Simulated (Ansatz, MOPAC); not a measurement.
Gas-phase reaction in SMILES: C#CO → C#C[O-] + H+

Wanted: gas-phase deprotonation energy (enthalpy at 298 K), in kcal/mol. Set-up: dispersion terms only where a functional's name holds one; non-relativistic; 6-31G* and kin with 6d, 5d where marked; spin-orbit terms left out; valence correlation only. CBS marks a two-point X^-3 extrapolation of the correlation energy; Hartree-Fock from the larger set. The bracket is a focal-point correction in the basis named. First-principles rows: single points at B3LYP-D3(BJ) geometries (Ansatz, a first-principles code), with unscaled harmonic terms from B3LYP/6-31G* (Ansatz) at its own minima. Semi-empirical rows: MOPAC heats of formation at their own minima for 298 K, the proton's as measured. Anions need diffuse functions, which STO-3G, LANL2DZ, def2-SVP, cc-pVDZ and Pople sets without + lack.

```
species  coefficient  E at B3LYP/6-31G* (Ansatz), Eh  E at B3LYP/def2-TZVPD (Ansatz), Eh  H(298 K) - E, kcal/mol  heat of formation at MNDO (MOPAC), kcal/mol
-------  -----------  ------------------------------  ----------------------------------  ----------------------  -------------------------------------------
C#CO              -1                      -152.53088                          -152.61046                   22.74                                        12.45
C#C[O-]           +1                      -151.97664                          -152.07444                   14.73                                        -0.35
H+                +1                         0.00000                             0.00000                    1.48                                       365.69
```

Coupled cluster (Ansatz) is a level with limits of its own, used here on species with T1 under 0.025 (0.045 for open shells) and stable references: RI-MP2/CBS(aug-cc-pVTZ,aug-cc-pVQZ)+[CCSD(T)-MP2]/aug-cc-pVTZ. Value to compare with, RI-MP2/CBS(aug-cc-pVTZ,aug-cc-pVQZ)+[CCSD(T)-MP2]/aug-cc-pVTZ (Ansatz): 332.5 kcal/mol. 1 Eh = 627.5095 kcal/mol.

Problem. Compute it at each level from the table, and compare with RI-MP2/CBS(aug-cc-pVTZ,aug-cc-pVQZ)+[CCSD(T)-MP2]/aug-cc-pVTZ (Ansatz).

Solution. 
- B3LYP/6-31G*: the sum of coefficient times E is 0.55424 Eh, or 347.79 kcal/mol; the thermal terms add -6.53. Result: 341.3 kcal/mol. Its difference against RI-MP2/CBS(aug-cc-pVTZ,aug-cc-pVQZ)+[CCSD(T)-MP2]/aug-cc-pVTZ (Ansatz) is 8.8 kcal/mol.
- B3LYP/def2-TZVPD: the sum of coefficient times E is 0.53602 Eh, or 336.36 kcal/mol; the thermal terms add -6.53. Result: 329.8 kcal/mol. Its difference against RI-MP2/CBS(aug-cc-pVTZ,aug-cc-pVQZ)+[CCSD(T)-MP2]/aug-cc-pVTZ (Ansatz) is -2.7 kcal/mol.
- MNDO: the sum of coefficient times heat of formation is 352.89 kcal/mol; it needs no thermal term. Its difference against RI-MP2/CBS(aug-cc-pVTZ,aug-cc-pVQZ)+[CCSD(T)-MP2]/aug-cc-pVTZ (Ansatz) is 20.4 kcal/mol.
